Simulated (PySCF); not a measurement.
## Spin-rotation constants: `C[C@@H]1CC[C@@H](C#N)O1`, C₆H₉NO

Geometry:
```json
{"atom": "C1", "x (Å)": "2.143", "y (Å)": "0.685", "z (Å)": "-0.243"}
{"atom": "C2", "x (Å)": "0.824", "y (Å)": "0.162", "z (Å)": "0.294"}
{"atom": "C3", "x (Å)": "0.206", "y (Å)": "-0.976", "z (Å)": "-0.535"}
{"atom": "C4", "x (Å)": "-1.298", "y (Å)": "-0.824", "z (Å)": "-0.283"}
{"atom": "C5", "x (Å)": "-1.417", "y (Å)": "0.596", "z (Å)": "0.334"}
{"atom": "C6", "x (Å)": "-1.848", "y (Å)": "0.493", "z (Å)": "1.721"}
{"atom": "N7", "x (Å)": "-2.158", "y (Å)": "0.393", "z (Å)": "2.817"}
{"atom": "O8", "x (Å)": "-0.144", "y (Å)": "1.200", "z (Å)": "0.244"}
{"atom": "H9", "x (Å)": "2.484", "y (Å)": "1.517", "z (Å)": "0.367"}
{"atom": "H10", "x (Å)": "2.889", "y (Å)": "-0.104", "z (Å)": "-0.223"}
{"atom": "H11", "x (Å)": "2.014", "y (Å)": "1.035", "z (Å)": "-1.264"}
{"atom": "H12", "x (Å)": "0.947", "y (Å)": "-0.167", "z (Å)": "1.340"}
{"atom": "H13", "x (Å)": "0.435", "y (Å)": "-0.818", "z (Å)": "-1.590"}
{"atom": "H14", "x (Å)": "0.586", "y (Å)": "-1.949", "z (Å)": "-0.234"}
{"atom": "H15", "x (Å)": "-1.665", "y (Å)": "-1.572", "z (Å)": "0.421"}
{"atom": "H16", "x (Å)": "-1.877", "y (Å)": "-0.900", "z (Å)": "-1.201"}
{"atom": "H17", "x (Å)": "-2.126", "y (Å)": "1.240", "z (Å)": "-0.200"}
```

Method used: GIAO B3LYP/pcSseg-1 magnetisability, rotational g tensor and spin-rotation constants, non-relativistic, gas phase in PySCF. Geometry: GFN2-xTB.

Give the nuclear spin-rotation constants along the inertial axes (H = +C I·J) beside the isotropic shieldings.

Rotational constants 3.9024, 1.5196, 1.2911 GHz. A star marks the isotopologue with that one atom substituted, in its own axes.
| atom | isotope | Caa (kHz) | Cbb (kHz) | Ccc (kHz) | mean (kHz) | σ (ppm) |
| --- | --- | --- | --- | --- | --- | --- |
| N7 | 14N | 0.438 | 0.305 | 0.220 | 0.321 | -39.3 |
| H9 | 1H | -0.422 | 0.047 | -0.146 | -0.174 | 30.0 |
| H10 | 1H | -0.235 | -0.167 | -0.042 | -0.148 | 30.5 |
| H11 | 1H | -0.330 | -0.153 | -0.024 | -0.169 | 30.7 |
| H12 | 1H | -0.265 | -0.119 | 0.000 | -0.128 | 27.6 |
| H13 | 1H | -0.182 | -0.135 | -0.084 | -0.134 | 30.5 |
| H14 | 1H | -0.435 | -0.141 | 0.017 | -0.186 | 29.8 |
| H15 | 1H | -0.252 | -0.141 | -0.039 | -0.144 | 29.6 |
| H16 | 1H | -0.451 | -0.029 | -0.065 | -0.181 | 29.4 |
| H17 | 1H | -0.380 | -0.156 | 0.067 | -0.156 | 27.0 |
| C1 | 13C* | 0.559 | 0.245 | 0.206 | 0.337 | 159.4 |
| C2 | 13C* | 0.994 | 0.380 | 0.296 | 0.556 | 100.5 |
| C3 | 13C* | 0.717 | 0.222 | 0.267 | 0.402 | 143.9 |
| C4 | 13C* | 0.633 | 0.249 | 0.266 | 0.382 | 144.9 |
| C5 | 13C* | 0.773 | 0.310 | 0.353 | 0.479 | 112.7 |
| C6 | 13C* | 0.798 | 0.597 | 0.426 | 0.607 | 58.4 |
| O8 | 17O* | -0.532 | -0.178 | -0.213 | -0.308 | 226.8 |

For the geometry as given, no vibrational averaging.

How do the rotational constants and the g tensor change when H9, H10, H11, H12, H13, H14, H15, H16, H17 are replaced by deuterium?

Constants 3.1873, 1.3492, 1.1406 GHz; g -0.0112, -0.0124, -0.0110, against -0.0123, -0.0139, -0.0122 before.
